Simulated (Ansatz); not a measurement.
Cost and result for the atomization energy of `[SiH3][GeH]([SiH3])[Cl]` (11 atoms, 10 bonds).

```xyz
11

Si    0.5966    1.9629    0.1450
Ge    0.6997   -0.4110    0.3254
Si   -1.1370   -1.5964   -0.6236
Cl    0.6317   -0.8393    2.4627
H     1.7340    2.5727    0.8788
H     0.6623    2.3493   -1.2900
H    -0.6891    2.4291    0.7227
H     2.0541   -0.9666   -0.1575
H    -2.3961   -1.0742   -0.0352
H    -1.0036   -3.0462   -0.3331
H    -1.1526   -1.3804   -2.0953
```

The species carries charge 0 and has multiplicity 1. Correlated methods include outer-core shells of Ge, which these sets cover unevenly. Scalar relativity is left out up to krypton. The structure was optimised at the PBE0-D4/def2-TZVP level. Program: Ansatz. All runs use 4 threads of an Intel Xeon Platinum 8488C on a shared host. Times are those of one run each, without the atoms' runs, and a repeat can differ threefold. Electronic energies, without spin–orbit coupling; frozen cores. CCSD(T)/CBS adds CCSD(T) − MP2 in def2-TZVPP to the MP2 limit, and its time is that of the two runs behind it. T1 = 0.012. With those shells the extrapolation isn't a true limit. B3LYP takes the VWN-RPA correlation (the form of Gaussian; ORCA's B3LYP/G). HSE06 is the plane-wave form, built on full-range PBE exchange.

CCSD(T)/CBS is a level of theory with its own doubt, some kJ/mol a heavy atom from the limit and from the frozen cores, so smaller differences don't rank the functionals.

```json
{"level": "BLYP-D4/def2-TZVPP", "functions": "272", "wall time": "1.8 s"}
{"level": "BHLYP-D4/def2-TZVPP", "functions": "272", "wall time": "3.4 s"}
{"level": "HSE06-D4/def2-TZVPP", "functions": "272", "wall time": "3.7 s"}
{"level": "r2SCANh-D4/def2-TZVPP", "functions": "272", "wall time": "4.7 s"}
{"level": "B3LYP-D4/def2-TZVPP (with forces)", "functions": "272", "wall time": "4.9 s"}
{"level": "PBE-QIDH/def2-TZVPP", "functions": "272", "wall time": "5 s"}
{"level": "CCSD(T)/def2-SVP", "functions": "121", "wall time": "5.5 s"}
{"level": "B97M-V/def2-TZVPP", "functions": "272", "wall time": "6 s"}
{"level": "ωB97X-V/def2-TZVPP", "functions": "272", "wall time": "7 s"}
{"level": "ωB97M-V/def2-TZVPP (with forces)", "functions": "272", "wall time": "10 s"}
{"level": "MP2/def2-QZVPP", "functions": "509", "wall time": "21 s"}
{"level": "CCSD(T)/def2-TZVPP", "functions": "272", "wall time": "2.1 min"}
{"level": "CCSD(T)/CBS(def2)", "functions": "–", "wall time": "2.4 min"}
```

Question: What atomization energy does each give, and how far from CCSD(T)/CBS? (Estimate.)

Answer: Ansatz gave: 
| level | atomization (kcal/mol) | difference from CCSD(T)/CBS | per bond |
| --- | --- | --- | --- |
| BLYP-D4/def2-TZVPP | 723.0 | -17.1 | -1.7 |
| BHLYP-D4/def2-TZVPP | 729.2 | -10.9 | -1.1 |
| HSE06-D4/def2-TZVPP | 728.0 | -12.1 | -1.2 |
| r2SCANh-D4/def2-TZVPP | 736.6 | -3.5 | -0.3 |
| B3LYP-D4/def2-TZVPP (with forces) | 733.6 | -6.5 | -0.7 |
| PBE-QIDH/def2-TZVPP | 728.9 | -11.2 | -1.1 |
| CCSD(T)/def2-SVP | 684.5 | -55.6 | -5.6 |
| B97M-V/def2-TZVPP | 745.5 | 5.4 | 0.5 |
| ωB97X-V/def2-TZVPP | 745.6 | 5.5 | 0.5 |
| ωB97M-V/def2-TZVPP (with forces) | 735.3 | -4.8 | -0.5 |
| MP2/def2-QZVPP | 725.8 | -14.3 | -1.4 |
| CCSD(T)/def2-TZVPP | 722.7 | -17.4 | -1.7 |
| CCSD(T)/CBS(def2) | 740.1 | 0.0 | 0.0 |

Leaving LDA and LC-ωPBE aside and taking each functional with its dispersion term where it has one, the values, not all of them listed here, spread over 28.6 kcal/mol, from revPBE-D4 to ωB97X-V. LDA lies +93.2 kcal/mol from PBE without D4, its usual overbinding. At CCSD(T), def2-SVP lies −55.6 kcal/mol from the extrapolated value and def2-TZVPP −17.4 kcal/mol: correlation converges slowly with the basis, and small sets miss more of it in the bonded molecule than in its fragments. The D4 term adds +11.0 kcal/mol with B3LYP and +5.9 kcal/mol with PBE0; it sums over pairs of atoms, weighted by their polarisabilities, and B3LYP, whose exchange is more repulsive, gets the larger term.

For some Ge, Se and Sn compounds the MP2-based and the directly extrapolated limit differ by 10 to 25 kJ/mol.
